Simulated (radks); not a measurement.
Task: The iridium ion Ir4+ is in [Xe] 4f14 5d5. Method: scalar-relativistic Kohn-Sham, BLYP, spin-polarised, spherical densities, finite nucleus; Fermi nuclear charge, rms radius of each element as measured or else 0.836 A^(1/3) + 0.57 fm; computed with a radial shooting solver on a logarithmic mesh with Libxc functionals. Open shells are filled with parallel spins first. One electron is removed from 4f, 5d, 5p, 5s in turn, with full relaxation. Which removal costs least, and what does each cost?

Result: 5d 58.849 eV; 5p 106.89 eV; 4f 122.46 eV; 5s 151.85 eV. The 5d electron leaves first.
